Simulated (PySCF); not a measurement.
Compound: C6H7FN (doublet state).
Geometry (GFN2-xTB, Å), atoms numbered from 1 in this order:
```xyz
15
C6H7FN angstrom
N      2.8439    0.9126    0.3136
C      1.7821    0.7242   -0.3283
C      0.9098   -0.4640   -0.2981
C      0.1735   -0.8768   -1.5335
F      0.0694   -2.1499   -1.9568
C     -0.5980   -0.2589   -0.5068
C     -1.8417   -0.4627    0.2884
C     -1.5129    0.8893   -0.2873
H      3.1290    0.1453    0.9219
H      1.4561    1.5273   -0.9829
H      1.2350   -1.2456    0.3877
H     -1.7329   -0.6064    1.3539
H     -2.6400   -1.0395   -0.1547
H     -2.0864    1.2440   -1.1311
H     -1.1913    1.6694    0.3865
```

The hyperfine couplings belong to this conformer and change with its torsions.

The species is `[C@H]1([C](F)C12CC2)/C=N\[H]` [radical].

Method: PySCF, UKS B3LYP, pcH-1 on C F H N, non-relativistic, mean-field spin-orbit, GIAO. Geometry: GFN2-xTB, one conformer, isolated molecule. A GFN2-xTB geometry isn't a minimum of the functional, and hyperfine couplings can be far from their values at a DFT geometry. The SCF solution wasn't tested for stability.

Question: Match the computed a_iso(13C) values +442.4, +22.7, +19.5, +5.2, +2.5, -1.1 MHz with the sites C2; C3; C4; C6; C7; C8.

Answer: 
```
site  a_iso (MHz)  ρ(0) (bohr⁻³)                 position  distance from C4 (Å)  spin population  largest |T| (MHz)
  C2        +19.5        +0.0173          2 bonds from C4                  2.57            +0.01                4.6
  C3         +2.5        +0.0022           1 bond from C4                  1.50            +0.03               12.5
  C4       +442.4        +0.3936  largest spin population                  0.00            +0.81              131.8
  C6         -1.1        -0.0010           1 bond from C4                  1.43            -0.01               13.8
  C7         +5.2        +0.0047          2 bonds from C4                  2.75            +0.03                6.7
  C8        +22.7        +0.0202          2 bonds from C4                  2.74            +0.04               10.1
```

ρ(0) is the spin density at the nucleus and T the dipolar tensor. Largest spin populations (Mulliken): C4 (+0.81) and F5 (+0.07). C4 is the only atom above +0.15. The angles at C4 add up to 313.9°, so it is pyramidal.
